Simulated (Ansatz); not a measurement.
`[F][Ge]([F])([Br])[Br]`. The species carries charge 0 and has multiplicity 1. All single points use the PBE0-D4/def2-TZVP geometry.

```xyz
5

F    -1.183   -1.257   -0.318
Ge    0.010   -0.073   -0.009
F     1.492   -0.924    0.038
Br   -0.374    0.857    2.006
Br    0.055    1.397   -1.716
```

What is the dipole moment at ωB97M-V/def2-TZVPP? (An estimate is asked.)

Computed: 1.57 D, with components (-0.22, 1.54, 0.20) D in this frame, pointing from negative to positive charge.

And with PBE, r2SCAN, B3LYP? (Best estimate.)

Ansatz gave: PBE 1.47 D, r2SCAN 1.50 D, B3LYP 1.60 D.

Give the Mulliken charges with ωB97M-V, B3LYP, r2SCAN in def2-TZVPP. (Estimate.)

The calculation gave: 
| atom | ωB97M-V | B3LYP | r2SCAN |
| --- | --- | --- | --- |
| F1 | -0.33 | -0.33 | -0.32 |
| Ge2 | 0.99 | 1.03 | 1.04 |
| F3 | -0.33 | -0.33 | -0.32 |
| Br4 | -0.17 | -0.19 | -0.20 |
| Br5 | -0.17 | -0.19 | -0.20 |

B3LYP here is the variant with VWN-RPA as its local correlation; programs differ in this.
